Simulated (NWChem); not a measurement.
# C3H10N cation; SMILES CC([NH3+])C

```xyz
14

C     -0.7049    -1.3055    -0.1082
C     -0.0878    -0.0027     0.3856
C     -0.7834     1.2600    -0.1081
N      1.3852     0.0425    -0.0867
H     -0.7601    -1.3380    -1.2027
H     -0.1591    -2.1855     0.2500
H     -1.7267    -1.3778     0.2749
H     -0.0110    -0.0005     1.4772
H     -0.2926     2.1717     0.2503
H     -1.8078     1.2697     0.2751
H     -0.8405     1.2892    -1.2025
H      1.4371     0.0448    -1.1137
H      1.9145    -0.7728     0.2469
H      1.8638     0.8882     0.2480
```
Atoms are numbered in this order, from 1.

Computed with NWChem. Structure relaxed at the B3LYP/6-31G* (spherical d) level. Atomic charges in e: unrestrained fits to the electrostatic potential beside Mulliken populations; buried atoms are poorly determined by the fit.

Q: Predict the results for B3LYP/def2-SVP. Quantities: ESP C1; Mulliken C1; ESP C2; Mulliken C2; ESP C3; Mulliken C3; ESP N4; Mulliken N4; relative RMS misfit of the potential (%).

A: 
| Item | Result |
|---|---|
| ESP C1 | -0.25 |
| Mulliken C1 | 0.01 |
| ESP C2 | 0.34 |
| Mulliken C2 | -0.11 |
| ESP C3 | -0.24 |
| Mulliken C3 | 0.01 |
| ESP N4 | -0.31 |
| Mulliken N4 | 0.02 |
| relative RMS misfit of the potential (%) | 2 |
